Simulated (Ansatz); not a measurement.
Reaction (ligand exchange at the Si–S bond): `C[SiH2][S][GaH2]` + `C[SeH]` → `C[SiH2][Se]C` + `[SH][GaH2]`

Program: Ansatz. Geometries: PBE0-D4/def2-TZVP. ΔE: electronic, gas phase. CBS: MP2 limit from def2 TZ/QZ plus the TZ coupled-cluster correction, frozen cores. Functionals use def2-TZVPP. B3LYP here is the variant with VWN-RPA as its local correlation; programs differ in this. HSE06 is defined as in plane-wave codes. For Ga, Se outer-core shells are correlated without core-valence functions, which leaves a few kJ/mol of doubt a bond. Scalar relativity is left out up to krypton. Each species was taken in one conformer, which may not be the lowest.

| level | ΔE (kcal/mol) | difference from CCSD(T)/CBS |
| --- | --- | --- |
| B97M-V | 1.2 | 0.9 |
| B2PLYP | 0.1 | -0.2 |
| PBE | -0.3 | -0.6 |
| revPBE | -0.4 | -0.7 |
| B3LYP | -0.2 | -0.5 |
| HSE06 | 0.0 | -0.3 |
| CAM-B3LYP | 0.1 | -0.2 |
| MP2/def2-SVP | 0.2 | -0.1 |
| MP2/def2-QZVPP | 0.4 | 0.1 |
| MP2/CBS(def2) | 0.3 | 0.0 |
| CCSD(T)/CBS | 0.3 | 0 |

Largest T1 diagnostic among the species: 0.013.

Leaving LDA and LC-ωPBE aside and taking each functional with its dispersion term where it has one, the values, not all of them listed here, spread over 1.2 kcal/mol, from PBE-D4 to B97M-V.
